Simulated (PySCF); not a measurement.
Species: (H2Al-mu-SH)3.
Z-matrix (Å and degrees, PBE0-D3(BJ)/def2-SVP geometry), rows numbered from 1:
```
Al
H   1  1.5826
H   1  1.5867  2  125.76
S   1  2.3814  2  109.07  3   128.76
Al  4  2.3702  1   99.45  2    52.31
H   5  1.5875  4  108.50  1   -15.35
H   5  1.5859  4  108.28  1  -154.13
S   5  2.3701  4   93.34  1    95.17
Al  8  2.3863  5   99.30  4   -92.65
H   9  1.5866  8  106.69  5   166.81
H   9  1.5827  8  108.55  5   -54.83
S   9  2.3623  8  102.40  5    58.68
H   4  1.3533  1   97.24  2   -45.95
H   8  1.3534  5   96.71  4   169.75
H  12  1.3509  1  100.08  2   172.53
```

Computed at PBE0/pcSseg-1 (pcSseg-2 on Al) (PySCF, non-relativistic), with Q(27Al) = 0.1466 b, Q(33S) = −0.0678 b: Al1, 27Al (I = 5/2): χzz = -29.73 MHz, η = 0.459; S4, 33S (I = 3/2): χzz = -27.26 MHz, η = 0.383; Al5, 27Al (I = 5/2): χzz = -28.48 MHz, η = 0.515; Al9, 27Al (I = 5/2): χzz = -29.86 MHz, η = 0.432; S12, 33S (I = 3/2): χzz = -27.00 MHz, η = 0.712.

(1) Find the zero-field quadrupole resonance frequencies of 27Al at Al1.

(2) Find the zero-field quadrupole resonance frequencies of 33S at S4.

(3) Find the zero-field quadrupole resonance frequencies of 27Al at Al5.

(4) Where would the pure quadrupole (NQR) lines of 27Al at Al9 fall for the rigid, isolated species?

(5) Find the zero-field quadrupole resonance frequencies of 33S at S12.

Results:

(1) From the eigenvalues of H = χ/[4I(2I − 1)] × [3Iz² − I(I + 1) + η(Ix² − Iy²)], steps between neighbouring levels, labelled as for η = 0: ±1/2↔±3/2 5.382 MHz, ±3/2↔±5/2 8.589 MHz (aluminium bonded to 2 S and 2 H).

(2) From ν = (|χ|/2)√(1 + η²/3): ν = 13.96 MHz (sulfur bonded to 2 Al and H).

(3) From the eigenvalues of H = χ/[4I(2I − 1)] × [3Iz² − I(I + 1) + η(Ix² − Iy²)], steps between neighbouring levels, labelled as for η = 0: ±1/2↔±3/2 5.359 MHz, ±3/2↔±5/2 8.160 MHz (aluminium bonded to 2 S and 2 H).

(4) From the eigenvalues of H = χ/[4I(2I − 1)] × [3Iz² − I(I + 1) + η(Ix² − Iy²)], steps between neighbouring levels, labelled as for η = 0: ±1/2↔±3/2 5.310 MHz, ±3/2↔±5/2 8.659 MHz (aluminium bonded to 2 S and 2 H).

(5) From ν = (|χ|/2)√(1 + η²/3): ν = 14.59 MHz (sulfur bonded to 2 Al and H).

In a crystal, neighbours and librations shift these lines. With a basis this small, the couplings can be 20 % off.

The run behind these numbers computed NMR shieldings as well. Hardware: one thread, Arm Neoverse V2 (aarch64), shared host with 96 logical CPUs at a one-minute load of 43. Cost: 53 s of wall time (with the writing of density and orbital grids), 1.4 GiB resident at most.

One conformer stands for the species.
